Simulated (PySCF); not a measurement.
H₂S₂, SMILES SS. The structure is a stationary point at B3LYP-D3(BJ)/def2-TZVP.

TDA-B3LYP/def2-TZVPD run with PySCF puts the lowest singlet excitations at 4.62, 4.63, 5.77, 5.81, 6.42, 6.43 eV and the lowest triplet (TDA) at 3.91 eV.

Problem. What are the lowest singlet roots from PySCF 2.14.0 with EOM-CCSD/aug-cc-pVDZ? (The exact figures need the calculation; the answer reports its results.)

Solution. 4.95, 4.96, 5.99, 6.03, 6.94, 6.94 eV; triplets 4.28, 4.35, 5.71 eV. S1 differs by 0.32 eV (second minus first; roots are paired by order, and the bases may differ).
